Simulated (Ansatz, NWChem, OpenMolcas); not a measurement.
**A ladder of methods for GeH3F (fluorogermane)**

GeH3F has 5 atoms, charge 0, and is taken as a singlet. As SMILES, `[F][GeH3]`. Geometry: relaxed at PBE0-D4/def2-TZVP.

Quantity: the vertical energy of the triplet above the singlet, in eV. The values are calculated.

```csv
level,kind,program,value (eV),less CCSD(T)/aug-cc-pVDZ
HF/aug-cc-pVDZ,Hartree–Fock,OpenMolcas,7.89,+0.19
revPBE/aug-cc-pVDZ,GGA,Ansatz,6.77,-0.93
M06-L/aug-cc-pVDZ,meta-GGA,OpenMolcas,7.42,-0.28
M06-2X/aug-cc-pVDZ,hybrid meta-GGA,NWChem,7.67,-0.03
HSE06/aug-cc-pVDZ,range-separated hybrid,Ansatz,7.19,-0.51
PBE-QIDH/aug-cc-pVDZ,double hybrid,Ansatz,7.70,0.00
RPA@PBE0/aug-cc-pVDZ,RPA,Ansatz,7.51,-0.19
BCCD(T)/aug-cc-pVDZ,coupled cluster or CI,Ansatz,7.68,-0.02
CCSD(T)/aug-cc-pVDZ,coupled cluster or CI,Ansatz,7.70,0.00
FCI/STO-3G,exact in the basis,Ansatz,8.46,+0.76
```

CCSD(T)/aug-cc-pVDZ is the highest level here, not the true value. All-electron rows without a relativistic Hamiltonian named are non-relativistic. The values span 6.77 to 8.46 eV. Sets with diffuse functions come out lower, a sign that the upper state is spread out (Rydberg-like). A triplet this far above the singlet is often a Rydberg-like or dissociative state; sets without diffuse functions put Rydberg states too high. High-level rows in very small sets aren't better than simpler rows in larger ones. In the correlated wave-function rows the outer d shell of Ge is correlated, in sets not made for it.
